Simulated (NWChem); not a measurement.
System: CBrF2, doublet; SMILES F[C](F)Br

All runs: NWChem. Spin-unrestricted. In the optimisation the excess spin sits in a' (Cs, its own frame). The geometry was optimised at PBE0/def2-SVP, spin-unrestricted. No stability test was run on the SCF state.

Q: Estimate the computed values for B3LYP/def2-QZVP. Quantities: highest occupied level (eV); lowest empty minus highest occupied level, either spin (eV); dipole (D).

A: 
```json
{
 "highest occupied level (eV)": "-6.95",
 "lowest empty minus highest occupied level, either spin (eV)": "3.97",
 "dipole (D)": "0.34"
}
```
